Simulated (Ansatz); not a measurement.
`CB([O])F` radical, relaxed with UKS PBE0-D4/def2-TZVP in the Gaussian-basis code of Ansatz from a PBE-D4/def2-SVP geometry. The force threshold is 0.005 eV/Å; the program also tests the step.

Total charge 0; spin multiplicity 2.

Start:

```xyz
7

C     0.402    0.584    0.017
B    -0.525   -0.734   -0.037
O    -1.514   -0.637   -0.905
F    -0.256   -1.785    0.752
H     0.104    1.397   -0.666
H     0.360    0.939    1.068
H     1.428    0.238   -0.230
```

```json
{"step": "1", "energy (eV)": "-6523.0125", "largest force (eV/Å)": "0.603", "largest move (Å)": "0.000"}
{"step": "2", "energy (eV)": "-6523.0433", "largest force (eV/Å)": "0.477", "largest move (Å)": "0.025"}
{"step": "3", "energy (eV)": "-6523.0557", "largest force (eV/Å)": "0.280", "largest move (Å)": "0.015"}
{"step": "4", "energy (eV)": "-6523.0600", "largest force (eV/Å)": "0.183", "largest move (Å)": "0.025"}
{"step": "5 (rejected)", "energy (eV)": "-6523.0595", "largest force (eV/Å)": "0.194", "largest move (Å)": "0.019"}
{"step": "6", "energy (eV)": "-6523.0615", "largest force (eV/Å)": "0.028", "largest move (Å)": "0.009"}
{"step": "7", "energy (eV)": "-6523.0617", "largest force (eV/Å)": "0.005", "largest move (Å)": "0.007"}
```

End:

```xyz
7

C     0.406    0.571    0.026
B    -0.508   -0.706   -0.038
O    -1.535   -0.677   -0.895
F    -0.287   -1.777    0.718
H     0.104    1.366   -0.654
H     0.389    0.953    1.051
H     1.431    0.271   -0.208
```

Run time 35 s (2 threads of a server CPU on a shared host); peak host memory 0.29 GiB.
